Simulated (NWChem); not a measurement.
System: hydronium (H3O cation); SMILES [OH3+]

Output (shortened):

```
             Northwest Computational Chemistry Package (NWChem) 7.3.0
             --------------------------------------------------------

                             Geometry "geometry" -> ""
                             -------------------------

 Output coordinates in angstroms (scale by  1.889725989 to convert to a.u.)

  No.       Tag          Charge          X              Y              Z
 ---- ---------------- ---------- -------------- -------------- --------------
    1 O                    8.0000     0.00000000     0.00000000     0.07877500
    2 H                    1.0000     0.66934200     0.66934200    -0.20738600
    3 H                    1.0000     0.24499600    -0.91433800    -0.20738600
    4 H                    1.0000    -0.91433800     0.24499600    -0.20738600

 Effective nuclear repulsion energy (a.u.)      13.8110707593

  pbe96 is a nonlocal functional; adding pw91lda local functional.
                              NWChem Property Module
                              ----------------------

  itol2e modified to match energy
  convergence criterion.

                                 NWChem DFT Module
                                 -----------------

 Summary of "ao basis" -> "ao basis" (spherical)
 ------------------------------------------------------------------------------
       Tag                 Description            Shells   Functions and Types
 ---------------- ------------------------------  ------  ---------------------
 O                           6-31g*                  6       14   3s2p1d
 H                           6-31g*                  2        2   2s

  itol2e modified to match energy
  convergence criterion.

            General Information
            -------------------
          SCF calculation type: DFT
          Wavefunction type:  closed shell.
          No. of atoms     :     4
          No. of electrons :    10
           Alpha electrons :     5
            Beta electrons :     5
          Charge           :     1
          Spin multiplicity:     1
          Use of symmetry is: off; symmetry adaption is: off
          Maximum number of iterations: 150
          AO basis - number of functions:    20
                     number of shells:    12
          Convergence on energy requested:  1.00D-07
          Convergence on density requested:  1.00D-05
          Convergence on gradient requested:  5.00D-04

              XC Information
              --------------
          PerdewBurkeErnzerhof Exchange Functional  1.000
            Perdew 1991 LDA Correlation Functional  1.000 local
           PerdewBurkeErnz. Correlation Functional  1.000 non-local

             Grid Information
             ----------------
          Grid used for XC integration:  fine
          Radial quadrature: Mura-Knowles
          Angular quadrature: Lebedev.
          Tag              B.-S. Rad. Rad. Pts. Rad. Cut. Ang. Pts.
          ---              ---------- --------- --------- ---------
          O                   0.60       70           5.0       590
          H                   0.35       60           7.0       590
          Grid pruning is: on
          Number of quadrature shells:   250
          Spatial weights used:  Erf1

      Superposition of Atomic Density Guess
      -------------------------------------

 Sum of atomic energies:         -76.24904985

 Renormalizing density from      11.00 to     10

      Non-variational initial energy
      ------------------------------

[...]

          -----------------------------------------
          Chemical Shielding Tensors (GIAO, in ppm)
          -----------------------------------------

                                NWChem CPHF Module
                                ------------------

  scftype          =     RHF
  nclosed          =        5
  nopen            =        0
  variables        =       75
  # of vectors     =        3
  tolerance        = 0.10D-03
  level shift      = 0.00D+00
  max iterations   =       50
  max subspace     =       30

 SCF residual:    8.8777070410948891E-008

Iterative solution of linear equations
  No. of variables       75
  No. of equations        3
  Maximum subspace       30
        Iterations       50
       Convergence  1.0D-04

   iter   nsub   residual    time
   ----  ------  --------  ---------
     1      3    8.70D-09       1.9

      Atom:    1  O
        Diamagnetic
    395.4996     -0.0000     -0.0000
     -0.0000    395.4996     -0.0000
     -0.0000     -0.0000    383.5864

        Paramagnetic
    -78.8389      0.0000     -0.0000
      0.0000    -78.8389     -0.0000
     -0.0000     -0.0000   -111.7213

        Total Shielding Tensor
    316.6606      0.0000     -0.0000
      0.0000    316.6606     -0.0000
     -0.0000     -0.0000    271.8651

           isotropic =     301.7288
          anisotropy =      22.3978

          Principal Components and Axis System
                 1           2           3
              316.6607    316.6606    271.8651

      1         0.7063      0.7079      0.0000
      2         0.7079     -0.7063      0.0000
      3        -0.0000     -0.0000      1.0000

      Atom:    2  H
        Diamagnetic
     26.4381     10.0897     -4.3550
     10.0897     26.4381     -4.3550
     -4.3550     -4.3550     17.2073

        Paramagnetic
      1.5947     -1.5782      1.3784
     -1.5782      1.5947      1.3784
      1.3784      1.3784      2.6595

        Total Shielding Tensor
     28.0327      8.5115     -2.9766
      8.5115     28.0327     -2.9766
     -2.9766     -2.9766     19.8669

           isotropic =      25.3108
          anisotropy =      18.3536

          Principal Components and Axis System
                 1           2           3
               37.5465     19.5212     18.8646

      1         0.6879      0.7071      0.1638
      2         0.6879     -0.7071      0.1638
      3        -0.2316     -0.0000      0.9728
```

Level: PBE/6-31G* (spherical d), GIAO. Coordinates come from a B3LYP/6-31G* (spherical d) optimisation. The printed shielding anisotropy is the first printed principal value minus the mean of the other two.

Task: Write an input that gives this output.

Result: This is not unique; one that fits is the input that was run:
```
start job
memory heap 200 mb stack 900 mb global 1100 mb
charge 1
geometry units angstroms noautosym nocenter noautoz
  O      0.000000     0.000000     0.078775
  H      0.669342     0.669342    -0.207386
  H      0.244996    -0.914338    -0.207386
  H     -0.914338     0.244996    -0.207386
end
basis spherical
  O library 6-31g*
  H library 6-31g*
end
dft
  xc xpbe96 cpbe96
  iterations 150
end
property
  shielding 2 1 2
end
task dft property
```
